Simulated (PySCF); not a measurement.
Isomers of C4H9ClO2Si2.

All values: PBE0/pcSseg-1 (PySCF) at GFN2-xTB geometries, gas phase, one conformer each.

(1) Rank by HOMO–LUMO gap, lowest first.
A. `[O:1]=[C:2]([OH:3])[CH2:4]/[CH:5]=[C:6](\[Cl:7])[SiH2:8][SiH3:9]` with O1–C2–O3–H 0°, O1–C2–C4–C5 0°, C2–C4–C5–C6 113°, C5–C6–Si8–Si9 108°
B. `[CH3:1][O:2][C:3]1=[CH:4][O:5][Si@@H:6]([CH2:7][Cl:8])[SiH2:9]1` with C1–O2–C3–C4 -1°, O5–Si6–C7–Cl8 -171°
C. `[O:1]=[C:2]([OH:3])/[CH:4]=[CH:5]/[C@H:6]([Cl:7])[SiH2:8][SiH3:9]` with O1–C2–O3–H 0°, O1–C2–C4–C5 2°, C4–C5–C6–Cl7 -147°, C5–C6–Si8–Si9 172°
D. `[O:1]=[C:2]1[CH2:3][CH2:4][Si@@:5]([Cl:6])([O:7][SiH3:8])[CH2:9]1` with C4–Si5–O7–Si8 -140°, O1–C2–C3–C4 134°, C2–C3–C4–Si5 34°, C3–C4–Si5–Cl6 105°, C4–Si5–C9–C2 -9°

(2) Rank by dipole moment, highest first.
A. `[CH3:1][O:2][C:3]1=[CH:4][O:5][Si@@H:6]([CH2:7][Cl:8])[SiH2:9]1` with C1–O2–C3–C4 -1°, O5–Si6–C7–Cl8 -171°
B. `[O:1]=[C:2]([OH:3])[CH2:4]/[CH:5]=[C:6](\[Cl:7])[SiH2:8][SiH3:9]` with O1–C2–O3–H 0°, O1–C2–C4–C5 0°, C2–C4–C5–C6 113°, C5–C6–Si8–Si9 108°
C. `[O:1]=[C:2]([OH:3])/[CH:4]=[CH:5]/[C@H:6]([Cl:7])[SiH2:8][SiH3:9]` with O1–C2–O3–H 0°, O1–C2–C4–C5 2°, C4–C5–C6–Cl7 -147°, C5–C6–Si8–Si9 172°

(3) Rank by LUMO energy, highest first.
A. `[O:1]=[C:2]([OH:3])/[CH:4]=[CH:5]/[C@H:6]([Cl:7])[SiH2:8][SiH3:9]` with O1–C2–O3–H 0°, O1–C2–C4–C5 2°, C4–C5–C6–Cl7 -147°, C5–C6–Si8–Si9 172°
B. `[O:1]=[C:2]1[CH2:3][CH2:4][Si@@:5]([Cl:6])([O:7][SiH3:8])[CH2:9]1` with C4–Si5–O7–Si8 -140°, O1–C2–C3–C4 134°, C2–C3–C4–Si5 34°, C3–C4–Si5–Cl6 105°, C4–Si5–C9–C2 -9°
C. `[CH3:1][O:2][C:3]1=[CH:4][O:5][Si@@H:6]([CH2:7][Cl:8])[SiH2:9]1` with C1–O2–C3–C4 -1°, O5–Si6–C7–Cl8 -171°

Answers

(1) B (5.77 eV), C (5.95 eV), D (6.54 eV), A (6.83 eV).

(2) C (2.62 D), A (2.40 D), B (1.52 D).

(3) C (-0.42 eV), B (-0.58 eV), A (-1.78 eV).

All values together:

```tsv
SMILES	μ (D)	HOMO (eV)	LUMO (eV)	lowest IAO charge (e)	highest IAO charge (e)	lowest Hirshfeld charge (e)	highest Hirshfeld charge (e)
O=C(O)/C=C/[C@H](Cl)[SiH2][SiH3]	2.62	-7.73	-1.78	-0.485 (O)	+0.522 (C)	-0.278 (O)	+0.245 (Si)
O=C(O)C/C=C(\Cl)[SiH2][SiH3]	1.52	-7.49	-0.66	-0.485 (O)	+0.540 (C)	-0.270 (O)	+0.238 (Si)
COC1=CO[Si@@H](CCl)[SiH2]1	2.40	-6.19	-0.42	-0.605 (O)	+0.867 (Si)	-0.216 (O)	+0.329 (Si)
O=C1CC[Si@@](Cl)(O[SiH3])C1	2.38	-7.12	-0.58	-0.875 (O)	+1.261 (Si)	-0.302 (O)	+0.446 (Si)
```

Conformers: `[O:1]=[C:2]([OH:3])/[CH:4]=[CH:5]/[C@H:6]([Cl:7])[SiH2:8][SiH3:9]` with O1–C2–O3–H 0°, O1–C2–C4–C5 2°, C4–C5–C6–Cl7 -147°, C5–C6–Si8–Si9 172°; `[O:1]=[C:2]([OH:3])[CH2:4]/[CH:5]=[C:6](\[Cl:7])[SiH2:8][SiH3:9]` with O1–C2–O3–H 0°, O1–C2–C4–C5 0°, C2–C4–C5–C6 113°, C5–C6–Si8–Si9 108°; `[CH3:1][O:2][C:3]1=[CH:4][O:5][Si@@H:6]([CH2:7][Cl:8])[SiH2:9]1` with C1–O2–C3–C4 -1°, O5–Si6–C7–Cl8 -171°; `[O:1]=[C:2]1[CH2:3][CH2:4][Si@@:5]([Cl:6])([O:7][SiH3:8])[CH2:9]1` with C4–Si5–O7–Si8 -140°, O1–C2–C3–C4 134°, C2–C3–C4–Si5 34°, C3–C4–Si5–Cl6 105°, C4–Si5–C9–C2 -9°.
